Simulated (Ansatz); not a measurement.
Molecule: C$_{4}$H$_{12}$W (charge 0, triplet). The spin state was set by rule; other spins were not relaxed. SMILES: [CH3][W]([CH3])([CH3])[CH3]
Geometry: optimised at B3LYP-D3(BJ)/def2-TZVP (Ansatz, a program for electronic structure).

Parts of the frozen-core correlation energy in def2-TZVPP (Ansatz, hartree). Frozen orbitals: 8; correlated occupied orbitals by spin: 18 and 16; virtual: 322 and 324. UHF or UKS for open shells. Spin-orbit coupling is left out. In def2 rows, elements after Kr have scalar-relativistic effective core potentials.

```
term                            value
-------------------------  ----------
reference (HF)             -224.87698
MP2 opposite-spin            -0.70587
MP2 same-spin                -0.21822
CCSD correlation             -0.98217
(T)                          -0.04317
T1 diagnostic                   0.019
largest doubles amplitude       0.016
<S^2> of the reference          2.034
```
